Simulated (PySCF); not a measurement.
Si(F)3(SeH) (F3HSeSi), SMILES F[Si](F)(F)[SeH]. Atoms are numbered in the order given.

```xyz
6

F     -0.7337    -1.4533    -1.2799
Si     0.0039    -0.8268     0.0000
F     -0.7337    -1.4533     1.2799
F      1.5261    -1.3292     0.0000
Se     0.0255     1.4186     0.0000
H     -1.4510     1.4643     0.0000
```

Coordinates come from a B3LYP-D3(BJ)/def2-SVP optimisation. This is a generated structure with no PubChem entry under its InChIKey; it may be hypothetical. Other conformers were not sampled.

The numbers are results of PBE0/pcSseg-1 in PySCF, not measurements.

GIAO shieldings, no solvent; atoms alike by connectivity are averaged. δ = σ(ref) − σ: ¹⁹F against CFCl3 (σ = 167.2 ppm); ²⁹Si against TMS (σ = 352.7 ppm); ⁷⁷Se against Me2Se (σ = 1740.1 ppm); ¹H against TMS (σ = 31.56 ppm), references at their B3LYP-D3(BJ)/def2-TZVP geometries, non-relativistic.

| nucleus | atoms | count | δ (ppm) |
|---|---|---|---|
| ¹⁹F | F1, F3, F4 | 3 | -122.7 |
| ²⁹Si | Si2 | 1 | -38.1 |
| ⁷⁷Se | Se5 | 1 | -414.4 |
| ¹H | H6 | 1 | 1.47 |
